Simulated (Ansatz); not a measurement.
Several settings on one geometry of [Ce(NH3)6]3+ (CeN₆H₁₈³⁺) (that of the charge 3 doublet, PBE-D4/def2-SVP). Ansatz on 4 threads of Arm Neoverse V2 on a shared host; times are rough.

Cartesian coordinates in Å:
```
Ce 0.0007 -0.0018 -0.0004
N -0.0087 0.0184 2.6436
H 0.8531 0.3874 3.0893
H -0.1235 -0.9091 3.0955
H -0.7577 0.5850 3.0859
N -0.0280 -0.0149 -2.6446
H -0.8322 -0.5072 -3.0787
H 0.7903 -0.4620 -3.1007
H -0.0598 0.9202 -3.0942
N 2.6450 -0.0166 0.0086
H 3.0944 0.9191 0.0062
H 3.0939 -0.4902 -0.7986
H 3.0866 -0.4829 0.8242
N -2.6431 0.0159 -0.0375
H -3.0762 0.5970 -0.7807
H -3.1016 0.3654 0.8258
H -3.0913 -0.9099 -0.1775
N 0.0277 2.6420 0.0152
H 0.3551 3.0780 0.8986
H -0.8925 3.0969 -0.1392
H 0.6303 3.0906 -0.7012
N 0.0075 -2.6454 0.0144
H -0.1559 -3.0948 -0.9070
H -0.7057 -3.0946 0.6204
H 0.8918 -3.0863 0.3325
```

Totals from different functionals, basis sets or treatments of relativity can't be compared as stabilities.

In the def2 sets Ce takes a core potential; there is no spin–orbit coupling. HSE06 is defined as in plane-wave codes, on full-range PBE exchange. With an open 4f shell the SCF may have ended on a state above the lowest.

Question: Give the basis size and estimate the energy, ⟨S²⟩ and time of these runs.

| run | method | charge | state | further keys |
| --- | --- | --- | --- | --- |
| 1 | ROKS CAM-B3LYP-D4/def2-SVP | 3 | doublet | – |
| 2 | UHF/def2-mTZVPP | 3 | doublet | – |
| 3 | UKS HSE06-D4/def2-TZVP | 3 | doublet | scf: {omitted_lower_state_checks: [starts]}; forces asked |

Answer: 
```tsv
run	functions	energy (Eh)	⟨S²⟩	wall time
1	252	-813.2198	–	2.8 min
2	303	-810.2266	0.75	2.9 min
3	387	-813.3396	0.75	6 min
```
